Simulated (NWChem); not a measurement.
C3H2Cl2; SMILES ClC(=C=C)Cl

Results from NWChem. Geometry: optimised at PBE-D3(BJ)/def2-SVP. Ions are spin-unrestricted doublets at the neutral geometry; other ion states weren't tried.

Task: What does the run give for Hartree-Fock/def2-SVP? Quantities: vertical ionisation energy, ΔSCF (eV); −ε(HOMO) (eV).

Result: 
```
Quantity                               Result
-------------------------------------  ------
vertical ionisation energy, ΔSCF (eV)    8.70
−ε(HOMO) (eV)                            9.94
```
